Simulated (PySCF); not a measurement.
## Radial density of As (arsenic, neutral)

UHF, [Ar] 3d10 4s2 4p2 5s1, 5s spin antiparallel (an excited configuration). Calculation: PySCF 2.14, in aug-cc-pVQZ-DK; the spin-free X2C one-electron Hamiltonian (Gaussian nucleus).

```json
{"r (bohr)": "0.000983", "4πr²ρ (e/bohr)": "0.4834", "4πr²(ρα − ρβ)": "0.0000"}
{"r (bohr)": "0.00165", "4πr²ρ (e/bohr)": "1.180", "4πr²(ρα − ρβ)": "-0.0001"}
{"r (bohr)": "0.00278", "4πr²ρ (e/bohr)": "2.807", "4πr²(ρα − ρβ)": "-0.0002"}
{"r (bohr)": "0.00468", "4πr²ρ (e/bohr)": "6.401", "4πr²(ρα − ρβ)": "-0.0004"}
{"r (bohr)": "0.00787", "4πr²ρ (e/bohr)": "13.54", "4πr²(ρα − ρβ)": "-0.0008"}
{"r (bohr)": "0.0132", "4πr²ρ (e/bohr)": "25.17", "4πr²(ρα − ρβ)": "-0.0012"}
{"r (bohr)": "0.0223", "4πr²ρ (e/bohr)": "37.52", "4πr²(ρα − ρβ)": "0.0004"}
{"r (bohr)": "0.0374", "4πr²ρ (e/bohr)": "39.84", "4πr²(ρα − ρβ)": "0.0103"}
{"r (bohr)": "0.0630", "4πr²ρ (e/bohr)": "32.94", "4πr²(ρα − ρβ)": "0.0371"}
{"r (bohr)": "0.106", "4πr²ρ (e/bohr)": "41.90", "4πr²(ρα − ρβ)": "0.0561"}
{"r (bohr)": "0.178", "4πr²ρ (e/bohr)": "43.68", "4πr²(ρα − ρβ)": "0.0001"}
{"r (bohr)": "0.300", "4πr²ρ (e/bohr)": "24.44", "4πr²(ρα − ρβ)": "0.0197"}
{"r (bohr)": "0.504", "4πr²ρ (e/bohr)": "31.04", "4πr²(ρα − ρβ)": "0.1009"}
{"r (bohr)": "0.848", "4πr²ρ (e/bohr)": "14.12", "4πr²(ρα − ρβ)": "0.0041"}
{"r (bohr)": "1.43", "4πr²ρ (e/bohr)": "3.448", "4πr²(ρα − ρβ)": "0.7068"}
{"r (bohr)": "2.40", "4πr²ρ (e/bohr)": "1.614", "4πr²(ρα − ρβ)": "0.8870"}
{"r (bohr)": "4.04", "4πr²ρ (e/bohr)": "0.3208", "4πr²(ρα − ρβ)": "0.0072"}
{"r (bohr)": "6.79", "4πr²ρ (e/bohr)": "0.1955", "4πr²(ρα − ρβ)": "-0.1917"}
{"r (bohr)": "11.4", "4πr²ρ (e/bohr)": "0.002897", "4πr²(ρα − ρβ)": "-0.0029"}
```

Densities and radii are taken from the X2C orbitals without a picture-change correction, which distorts them close to the nucleus.

The outer electron is Rydberg-like, and this basis confines it to a smaller radius and binds it less than a complete one would. With the s spin flipped the determinant is a mixture of two multiplicities, not a spectroscopic state.
